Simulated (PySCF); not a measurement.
Computed with PBE-D3(BJ)/def2-TZVP // B3LYP-D3(BJ)/def2-SVP run with PySCF. Gas-phase values, no solvent. One relaxed conformer stands for a flexible species; it need not be the lowest. Excitations are Tamm–Dancoff values on a coarser integration grid. The basis has no diffuse functions, so Rydberg states are missing or too high.

Reference species (SMILES): `C[C@@H](CC[SiH3])C(F)(F)F` (C–C–C–C torsion -64°, C–C–C–Si torsion -177°) (neutral, multiplicity 1).

```
Property                                        Value
-------------------------------------------  --------
HOMO–LUMO gap                                 7.18 eV
T1 excitation (TDA)                           6.95 eV
LUMO                                         -0.32 eV
brightest of the four lowest singlets (TDA)   7.39 eV
```

Changed species: `CC[C@@H]([SiH3])CC(F)(F)F` (C–C–C–Si torsion -63°, Si–C–C–C torsion -64°).

**Question.** Predict the effect on the HOMO–LUMO gap, T1 excitation (TDA), LUMO and brightest of the four lowest singlets (TDA).

**Answer.** the HOMO–LUMO gap falls by 0.10 eV, to 7.08 eV; the T1 excitation (TDA) falls by 0.11 eV, to 6.84 eV; the LUMO rises by 0.16 eV, to -0.16 eV; the brightest of the four lowest singlets (TDA) rises by 0.23 eV, to 7.62 eV.
